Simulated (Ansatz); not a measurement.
CH6Ge⁺, that is GeMeH3 with one electron fewer. The state is a doublet with charge 1. Geometry PBE-D4/def2-TZVP, that of the neutral singlet; atoms count from 1.

Cartesian coordinates in Å:
```
Ge -0.3719 0.1457 0.8323
C 0.4208 -0.1649 -0.9417
H 0.0479 0.5769 -1.6592
H 0.1593 -1.1672 -1.3040
H 1.5139 -0.0841 -0.8883
H 0.1306 -0.9147 1.8431
H -1.9164 0.0592 0.7576
H 0.0159 1.5491 1.3603
```

**Question.** Estimate the Mulliken populations from the PBE0/def2-TZVP orbitals of Ansatz.

**Answer.** 
```json
{"atom": "Ge1", "charge (e)": "0.12", "spin (α − β)": "0.23"}
{"atom": "C2", "charge (e)": "-0.31", "spin (α − β)": "0.60"}
{"atom": "H3", "charge (e)": "0.25", "spin (α − β)": "0.01"}
{"atom": "H4", "charge (e)": "0.25", "spin (α − β)": "0.01"}
{"atom": "H5", "charge (e)": "0.25", "spin (α − β)": "0.01"}
{"atom": "H6", "charge (e)": "0.15", "spin (α − β)": "0.04"}
{"atom": "H7", "charge (e)": "0.15", "spin (α − β)": "0.04"}
{"atom": "H8", "charge (e)": "0.15", "spin (α − β)": "0.04"}
```
Mulliken values depend strongly on the basis.

**Question.** Where does the spin sit?

**Answer.** Summed by element: Ge 0.23, C 0.60, H 0.16, of 1 unpaired in all. Largest on single atoms: C2 0.60, Ge1 0.23, H7 0.04.

**Question.** And the Mayer bond orders between heavy atoms (over 0.3)?

**Answer.** Ge1–C2 0.57 (1.97 Å).
